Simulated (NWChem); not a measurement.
Species: TiF₃, doublet; SMILES [F][Ti]([F])[F]

Results from NWChem. Pople sets run with spherical d functions. Spin-unrestricted. In the optimisation the excess spin sits in a' (C3h, its own frame). Geometry: optimised at PBE-D3(BJ)/def2-SVP, spin-unrestricted. No stability test was run on the SCF state. B3LYP is NWChem's, with the RPA form of VWN correlation. Vertical excitations in the gas phase; the lowest state need not have the same character in each row. Excited states of an open shell can be spin-contaminated.

For level BHandHLYP/6-31G*, TDA:

```
Property                                                     Value
-----------------------------------------------------------  -----
lowest excitation (eV)                                        0.76
lowest empty minus highest occupied level, either spin (eV)   7.66
```

What are these values for level B3LYP/6-31G*, TDA?

The lowest excitation (eV) is 0.97. The lowest empty minus highest occupied level, either spin (eV) is 3.90.
